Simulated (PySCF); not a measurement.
Successive ionisation energies of one element at GMP2 (screened spin-orbit), starting from the ion with 12 electrons. Calculated with PySCF 2.14, two-component X2C-1e (Gaussian nucleus, no Breit or QED terms), each ion in its own even-tempered basis; GMP2 freezes the deep shells of the larger ions and drops the highest virtual spinors; eV.

631.06, 670.57, 1689.8, 1799.3, 1917.9, 2046.9, 2181.1, 2310.4, 2477.9, 2588.0, 11072.0, 11573.3

Q: Which element is it?

A: Copper (Cu, Z = 29); the list starts at Cu(17+). The hydrogenic estimate 13.606 eV × (q + 1)²/n² with q = 17 and n = 3 gives 489.81 eV for the first entry, a lower bound because the other electrons screen the nucleus only in part.
